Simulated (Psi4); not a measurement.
GaNH2Cl2 (SMILES [NH2][Ga]([Cl])[Cl]): name the method

The species is GaNH2Cl2 (6 atoms), meant as a singlet with charge 0. SMILES: `[NH2][Ga]([Cl])[Cl]`. Geometry: optimised at PBE0/def2-TZVP.

```xyz
6

N    -0.1597    1.0469   -0.0210
Ga    0.1617   -0.7160    0.0051
Cl    2.0937   -1.4622    0.4779
Cl   -1.3946   -2.1126   -0.3694
H    -1.0300    1.4321   -0.3441
H     0.5756    1.7288    0.0480
```

A calculation with Psi4 1.11 gave:

* total energy: -2900.7880 Eh
* dipole moment: 2.66 D
* lowest harmonic wavenumber: 121 cm⁻¹
* highest harmonic wavenumber: 3736 cm⁻¹
* zero-point energy: 73.3 kJ/mol
* entropy: 82.9 cal/(mol K)

Q: Which of these levels gave the numbers?
A. PBE-D4/def2-TZVPP (density fitting)
B. PBE0-D4/def2-TZVP (density fitting)
C. MP2/def2-QZVPP (density fitting, density fitting for correlation)
D. r2SCAN-D4/def2-TZVPP (density fitting)

A: B. The others give -2900.6725 Eh (PBE-D4/def2-TZVPP (density fitting)), -2901.3054 Eh (r2SCAN-D4/def2-TZVPP (density fitting)), -2899.2422 Eh (MP2/def2-QZVPP (density fitting, density fitting for correlation)).
